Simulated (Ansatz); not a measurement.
A structure relaxed at PBE-D4/def2-SVPD in Ansatz, charge -1, singlet:

| atom | x (Å) | y (Å) | z (Å) |
| --- | --- | --- | --- |
| Zn1 | 0.0373 | 0.4340 | 1.7042 |
| Zn2 | -0.0351 | -0.3623 | -1.4554 |
| Cl3 | 1.6256 | 0.7134 | 0.1132 |
| Cl4 | -0.7649 | 1.2075 | -2.8492 |
| Cl5 | 0.1033 | 0.9154 | 3.8361 |
| Cl6 | 0.6776 | -2.4345 | -1.8339 |
| Cl7 | -1.6437 | -0.4735 | 0.4851 |

Q: Give its formula and point group.

A: Zn₂Cl₅⁻. Point group Cs (tolerance 0.1 Å).

Q: Summarise the bond lengths by kind (pairs closer than 1.2 times the sum of covalent radii, bridged metal pairs left out).

A: 7 × Cl–Zn 2.19 to 2.52 Å.

Another isomer (singlet) lies 0.23 eV lower at PBE0-D4/def2-TZVPD; other spin states weren't run for this one.
